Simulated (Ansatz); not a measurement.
C$_{2}$H$_{5}$ (SMILES [CH2-]C), charge -1, singlet, geometry from GFN2-xTB (a gas-phase anion, which may not be bound at this level); BLYP/def2-SVP run with Ansatz (a first-principles code).

The Ansatz input:
Ansatz 0.2 input:
```yaml
crystal:
  periodic: [false, false, false]
  atoms:
    - {symbol: C, position_ang: [-0.01030605, 0.12039198, 0.84239216]}
    - {symbol: C, position_ang: [0.00777321, 0.03042594, -0.68103923]}
    - {symbol: H, position_ang: [-0.90060325, -0.50218287, 1.18466735]}
    - {symbol: H, position_ang: [0.87721669, -0.49440679, 1.20530634]}
    - {symbol: H, position_ang: [0.01788960, -0.99414568, -1.16642992]}
    - {symbol: H, position_ang: [-0.87309007, 0.53904978, -1.10608662]}
    - {symbol: H, position_ang: [0.89378407, 0.54677798, -1.08557470]}
basis:
  gaussian:
    orbitals: def2-SVP
hamiltonian:
  xc: blyp
total_charge: -1
accuracy: high
```

Problem. Predict the main parts of the log of this Ansatz run.

Solution. 
```
Functional definition: BLYP
1295 factors; integrals over basis functions are off by at most 3.1e-9 eV
mean field evaluation 1: about -2146.2386 eV, gradient 3.4e1 eV
mean field evaluation 2: about -2115.3214 eV, gradient 8.3e1 eV
mean field evaluation 4: about -2149.5206 eV, gradient 7.4e0 eV
mean field evaluation 8: about -2149.6788 eV, gradient 1.8e-1 eV
mean field evaluation 16: about -2149.6789 eV, gradient 1.4e-6 eV
mean field -2149.67886653 eV, -78.9992412405 hartree, gradient 8.8e-9 eV, S^2 0.000000; 0 other end points of the search recorded, 0 dependent functions left out
reference -2149.67891274 eV, -78.9992429384 hartree; 9, 9 occupied and 44, 44 virtual orbitals, 1295 factors
Total energy: -2149.67891274 eV, -78.9992429384 hartree
```
